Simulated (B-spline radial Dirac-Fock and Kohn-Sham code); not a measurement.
## Two-hole binding energies of As⁴⁺

System: arsenic as As⁴⁺, [Ar] 3d10 4s1, inside a Watson sphere of charge -4 and radius 2.2 Å (a model of the Madelung potential; inside it an electron's potential energy is raised by 26.2 eV).

Input file task.json (cfg lists n, l and occupation; rrms is the nuclear radius in fm):

```json
{"items": [{
  "Z": 33,
  "q": 4,
  "cfg": [[1, 0, 2], [2, 0, 2], [2, 1, 6], [3, 0, 2], [3, 1, 6], [3, 2, 10], [4, 0, 1]],
  "A": 75,
  "rrms": 4.0968,
  "watson": [-4, 2.2],
  "do": ["binding", "quiet", "double"]
}]}
```

Command: `python xray_run.py task.json out`

Method: Dirac-Fock energy differences between relaxed states, corrected for Breit and QED terms. Computed with a B-spline atomic structure program. U is the two-hole binding energy less the two single-hole energies, the effective repulsion of the holes after relaxation. Each two-hole energy is an average over J within one jj subconfiguration.

| holes | E(a) (eV) | E(b) (eV) | E(ab) (eV) | U (eV) |
| --- | --- | --- | --- | --- |
| 1s⁻² | 11904.2 | 11904.2 | 24293.4 | 484.9 |
| 1s⁻¹ 2p3/2⁻¹ | 11904.2 | 1360.8 | 13390.6 | 125.5 |
| 2s⁻² | 1572.5 | 1572.5 | 3223.9 | 78.9 |
| 2s⁻¹ 2p1/2⁻¹ | 1572.5 | 1396.7 | 3041.3 | 72.1 |
| 2s⁻¹ 2p3/2⁻¹ | 1572.5 | 1360.8 | 3004.7 | 71.4 |
| 2p1/2⁻¹ 2p3/2⁻¹ | 1396.7 | 1360.8 | 2844.6 | 87.1 |
| 2p3/2⁻² | 1360.8 | 1360.8 | 2810.0 | 88.3 |
| 2s⁻¹ 3p3/2⁻¹ | 1572.5 | 179.1 | 1786.5 | 35.0 |
| 2s⁻¹ 3d3/2⁻¹ | 1572.5 | 76.32 | ? | ? |
| 2s⁻¹ 3d5/2⁻¹ | 1572.5 | 75.62 | 1682.2 | 34.1 |
| 2p1/2⁻¹ 3d3/2⁻¹ | 1396.7 | 76.32 | 1506.4 | 33.4 |
| 2p3/2⁻¹ 3d3/2⁻¹ | 1360.8 | 76.32 | 1471.8 | 34.6 |
| 3d3/2⁻² | 76.32 | 76.32 | 181.7 | 29.1 |
| 3d5/2⁻² | 75.62 | 75.62 | 180.4 | 29.2 |

Task: Give the missing two-hole energy and U.

Result: E(ab) = 1683.1 eV and U = 34.3 eV.
